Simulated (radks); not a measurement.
Polarisability of the lutetium ion Lu+, [Xe] 4f14 6s2, at imaginary frequency. Method: scalar-relativistic Kohn-Sham, LB94 model potential, spin-polarised, spherical densities, finite nucleus; Fermi nuclear charge, rms radius 5.37 fm; computed with a radial shooting solver on a logarithmic mesh with Libxc functionals. Response by self-consistent Sternheimer equations with the Hartree and adiabatic LDA kernel, the relativistic mass of each level held fixed and spin-orbit coupling left out.

w (hartree),alpha1(iw) (bohr^3),alpha2(iw) (bohr^5)
0.00266,47.57,1013
0.0143,47.40,897.9
0.0360,46.44,610.5
0.0697,43.61,409.8
0.118,37.83,316.3
0.186,29.44,256.3
0.280,20.58,198.6
0.413,13.43,140.0
0.605,8.561,88.78
0.892,5.462,51.20
1.35,3.429,27.17
2.12,2.000,13.13
3.59,1.008,5.448
6.94,0.3997,1.702
17.5,0.09800,0.3068

Static values: alpha1 = 47.58 bohr^3 (7.050 angstrom^3; uncoupled 83.09), alpha2 = 1018 bohr^5, alpha3 = 5760 bohr^7. C6 = 435.7, C8 = 23570, triple-dipole C9 = 14610 atomic units. One-pole (London) frequency 4 C6 / (3 alpha1^2) = 0.257 hartree, against 0.557 for minus the highest occupied eigenvalue.
